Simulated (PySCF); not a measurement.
Species: C$_{2}$H$_{3}$F$_{2}$ (charge -1, singlet). It need not be the lowest isomer of its formula. Whether it binds its extra electron was not tested at this geometry. SMILES: F[C-](C)F
Geometry: optimised at B3LYP-D3(BJ)/def2-TZVP (Ansatz).

Dispersion corrections to the total energy (kcal/mol) from the dftd3 and dftd4 libraries through PySCF: D3(BJ) without and D4 with the three-body term, each with the damping fitted for the functional named.

```
functional  D3(BJ)     D4
----------  ------  -----
TPSS         -2.41  -3.19
BP86         -2.84  -2.93
PBE0         -1.61    ___
PBE          -1.98  -2.34
HSE06          ___  -1.75
B2PLYP         ___  -1.62
LC-wPBE      -1.68  -2.57
```

Question: Complete the blanks.

Answer: 
- PBE0, D4: -1.92
- HSE06, D3(BJ): -1.10
- B2PLYP, D3(BJ): -1.44
